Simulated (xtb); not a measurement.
H₆GaN, SMILES `[NH3+][GaH3-]` (charge 0, multiplicity 1), GFN2-xTB run with xtb 6.7.1. The run did not converge; its last values are not results.

```
xtb start.xyz --ohess tight --gfn 2 --chrg 0 --uhf 0 --iterations 400

# start.xyz
8

N     -1.027113    -0.055854     0.027600
Ga     0.886003     0.036927    -0.019192
H     -1.272777    -0.981544     0.405498
H     -1.422222     0.010207    -0.924641
H     -1.382290     0.724570     0.595038
H      1.457597     0.142921     1.472486
H      1.522925    -1.258808    -0.699353
H      1.237876     1.381580    -0.857436
```

The last lines of the output:

```
         6        2.0000           -0.7325152             -19.9328
         7        2.0000           -0.7093451             -19.3023 (HOMO)
         8                         -0.3875599             -10.5460 (LUMO)
         9                         -0.1842269              -5.0131
        10                         -0.1782179              -4.8496
        11                         -0.1285853              -3.4990
        12                         -0.0642329              -1.7479
       ...                                ...                  ...
        19                          1.4702493              40.0075
      -------------------------------------------------------------
                  HL-Gap            0.3217852 Eh            8.7562 eV
             Fermi-level           -0.5484525 Eh          -14.9242 eV


         :::::::::::::::::::::::::::::::::::::::::::::::::::::
         ::                     SUMMARY                     ::
         :::::::::::::::::::::::::::::::::::::::::::::::::::::
         :: total energy             -13.194498489848 Eh    ::
         :: gradient norm              1.633053845124 Eh/a0 ::
         :: HOMO-LUMO gap              8.756220860517 eV    ::
         ::.................................................::
         :: SCC energy               -13.254317818748 Eh    ::
         :: -> isotropic ES           -9.591027672440 Eh    ::
         :: -> anisotropic ES          0.012435844210 Eh    ::
         :: -> anisotropic XC          0.030435050437 Eh    ::
         :: -> dispersion             -0.001121919392 Eh    ::
         :: repulsion energy           0.059819328900 Eh    ::
         :: add. restraining           0.000000000000 Eh    ::
         :: total charge              -0.000000000000 e     ::
         :::::::::::::::::::::::::::::::::::::::::::::::::::::

last geometry written to: xtblast.xyz

########################################################################
[ERROR] Program stopped due to fatal error
-7- Geometry optimization failed
-6- xtb_geoopt: Trying to recover from failed geometry optimization
-5- xtb_geoopt: Geometry optimization did not converge
-4- optimizer_ancopt: Could not relax/optimize structure
-3- optimizer_relax: SCF not converged, aborting...
-2- xtb_calculator_singlepoint: Electronic structure method terminated
-1- scf: Self consistent charge iterator did not converge
########################################################################
```
